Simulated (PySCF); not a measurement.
BiF2, multiplicity 2. Atoms are numbered in the order given.

```xyz
3

Bi     0.0000     0.0000     0.2408
F      0.0000    -1.5066    -1.1103
F      0.0000     1.5066    -1.1103
```
Charge 0, spin multiplicity 2.

Geometry: B3LYP-D3(BJ)/def2-TZVP. The multiplicity is an assumed one; other spin states were not compared. The isomer is the one that the SMILES or the coordinates give; other isomers of the formula were not compared. The def2 effective core potentials stand for the cores of Bi; spin–orbit coupling is left out.

Computed with r2SCAN/def2-TZVPD (PySCF).

Mulliken values depend strongly on the basis, most of all with diffuse functions as here. ESP charges are fitted to the potential on shells at 1.4 to 2.0 van der Waals radii. Atomic charges (e):

```
atom  ESP fit  Mulliken  Mulliken spin
----  -------  --------  -------------
Bi1       [?]      1.04           1.02
F2        [?]     -0.52          -0.01
F3        [?]     -0.52          -0.01
```

Q: Complete the blanks. (The exact figures need the calculation; the answer reports its results.)

A: 
- Bi1, ESP fit: 0.64
- F2, ESP fit: -0.32
- F3, ESP fit: -0.32
